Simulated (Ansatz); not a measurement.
Reaction (formal exchange of groups at the Si–F bond): `O[SiH](O)F` + `FC[SiH2][SiH3]` → `O[SiH](O)[SiH2][SiH3]` + `FCF`

Program: Ansatz. Geometries: PBE0-D4/def2-TZVP. ΔE: electronic, gas phase. CBS: MP2 limit from def2 TZ/QZ plus the TZ coupled-cluster correction, frozen cores. This one scheme is used for every species. One conformer a species, not always the lowest.

`O[SiH](O)F`:

Z-matrix (Å, degrees):
```
Si
O 1 1.619
F 1 1.595 2 111.7
O 1 1.630 2 108.7 3 118.8
H 1 1.469 2 107.5 3 -117.0
H 2 0.959 1 118.7 3 -79.5
H 4 0.958 1 118.6 2 -158.0
```

`FC[SiH2][SiH3]`:

```xyz
11

F     1.837    1.253    0.403
C     0.865    0.777    1.277
Si   -0.737    0.383    0.330
Si   -0.295   -1.066   -1.452
H     0.698    1.538    2.047
H     1.258   -0.118    1.770
H    -1.674   -0.250    1.301
H    -1.349    1.647   -0.160
H    -1.569   -1.480   -2.098
H     0.565   -0.403   -2.467
H     0.401   -2.282   -0.950
```

`O[SiH](O)[SiH2][SiH3]`:

Z-matrix (Å, degrees):
```
Si
O 1 1.648
Si 1 2.343 2 103.6
O 1 1.647 2 112.8 3 123.1
H 1 1.486 2 110.7 3 -121.9
H 2 0.959 1 117.8 3 173.6
Si 3 2.338 1 110.3 2 -45.6
H 3 1.491 1 109.5 2 -167.1
H 3 1.493 1 109.4 2 75.1
H 4 0.959 1 117.4 2 -68.0
H 7 1.488 3 111.2 1 -174.3
H 7 1.486 3 109.9 1 65.1
H 7 1.488 3 109.6 1 -54.4
```

`FCF`:

Cartesian coordinates in Å:
```
F -0.821 0.974 0.306
C 0.019 -0.053 0.048
F 0.455 0.055 -1.227
H 0.878 0.017 0.721
H -0.531 -0.993 0.153
```

| species | CCSD(T)/def2-TZVPP energy (Eh) |
| --- | --- |
| `O[SiH](O)F` | -541.04996 |
| `FC[SiH2][SiH3]` | -720.06448 |
| `O[SiH](O)[SiH2][SiH3]` | -1022.33123 |
| `FCF` | -238.71008 |

Q: Work out ΔE.

A: ΔE = (-1022.33123) + (-238.71008) − (-541.04996) − (-720.06448) = 0.07313 Eh = +45.9 kcal/mol. CCSD(T)/CBS gives +47.4 kcal/mol.

Largest T1 diagnostic among the species: 0.013.

The D4 term adds −1.0 kcal/mol with B3LYP and −0.6 kcal/mol with PBE0; it sums over pairs of atoms, weighted by their polarisabilities, and B3LYP, whose exchange is more repulsive, gets the larger term. From PBE to PBE0 (25 % exact exchange), in def2-TZVPP and without D4, ΔE moves by +1.9 kcal/mol.

B3LYP here is the variant with VWN-RPA as its local correlation; programs differ in this.
